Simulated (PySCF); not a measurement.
Basis and Hamiltonian dependence of the excitation energy of N

N [He] 2s2 2p3 (4S) → N [He] 2s1 2p4 (4P). Calculated with PySCF 2.14 from differences of total energies of unrestricted determinants, without spin-orbit coupling. Values in eV.

```
                                                            basis       Hamiltonian  functions     UHF     PBE    PBE0  MP2 (valence)  CCSD(T) (valence)  CCSD(T) (valence and next inner shell)
                                                   aug-cc-pVDZ-DK     spin-free X2C         23  11.009  10.512  10.751         11.073             10.845                                     n/a
                                                      aug-cc-pVDZ  non-relativistic         23  10.984  10.485  10.724         11.047             10.823                                     n/a
                                                    aug-cc-pwCVDZ  non-relativistic         27  10.976  10.477  10.715         11.075             10.850                                  10.845
                                                     x2c-TZVPPall     spin-free X2C         31  10.952  10.429  10.671         11.076             10.971                                  10.954
                                                           ANO-R3     spin-free X2C         33  10.900  10.394  10.639         11.038                n/a                                     n/a
                                                      def2-TZVPPD  non-relativistic         37  10.926  10.403  10.644         11.037             10.823                                  10.810
   x2c-TZVPPall with one added diffuse shell each of s, p, d type     spin-free X2C         40  10.905  10.408  10.650         11.045             10.813                                  10.801
                                                       dyall-av2z  non-relativistic         42  10.903  10.409  10.648         11.020             10.795                                     n/a
                                                  aug-cc-pCVTZ-DK     spin-free X2C         59  10.912  10.416  10.658         11.071             10.843                                  10.831
                                                      def2-QZVPPD  non-relativistic         63  10.887  10.384  10.625         11.037             10.810                                  10.788
x2c-QZVPPall with one added diffuse shell each of s, p, d, f type     spin-free X2C         73  10.895  10.401  10.642         11.056             10.822                                  10.800
                                                      aug-cc-pVQZ  non-relativistic         80  10.873  10.375  10.619         11.034             10.802                                     n/a
                                                    aug-cc-pwCVQZ  non-relativistic        109  10.873  10.374  10.616         11.042                n/a                                     n/a
                                                  aug-cc-pCVQZ-DK     spin-free X2C        109  10.898  10.400  10.643         11.068                n/a                                     n/a
```

Frozen in the all-electron rows: valence: 1s2; valence and next inner shell: nothing.

Reference for a calculation without spin-orbit coupling: 10.927 eV (measured, between term centres; NIST).
